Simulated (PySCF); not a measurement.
## Working out the ionisation energy of Ru

Ru [Kr] 4d7 5s1 (5F) → Ru⁺ [Kr] 4d7 (4F). Calculation: PySCF 2.14, in cc-pVDZ-PP with ECP28MDF (4s4p3d1f, 38 functions); scalar relativity through the core potential. Frozen: 4s2 4p6. Energies in hartree (1 hartree = 27.21139 eV):

```csv
part,Ru (lower),Ru⁺ (upper)
UHF,-93.812201,-93.580830
MP2 opposite-spin,-0.074063,-0.064477
MP2 same-spin,-0.062169,-0.048233
```

Question: What does Hartree-Fock give?

Answer: (-93.580830) − (-93.812201) = 0.231371 hartree = 6.296 eV.

Question: What do MP2 and SCS-MP2 (6/5 opposite-spin, 1/3 same-spin) give?

Answer: The opposite-spin parts differ by 0.261 eV and the same-spin parts by 0.379 eV. MP2: 6.296 + (0.261) + (0.379) = 6.936 eV. SCS-MP2: 6.296 + 1.2 × (0.261) + (0.379)/3 = 6.736 eV.

Measured between the centres of the two terms (NIST): 7.365 eV, so MP2 (valence) is off by -0.429 eV.

A double-zeta basis recovers only part of the correlation energy.

What remains against the reference includes basis incompleteness, the frozen core and correlation beyond second order.
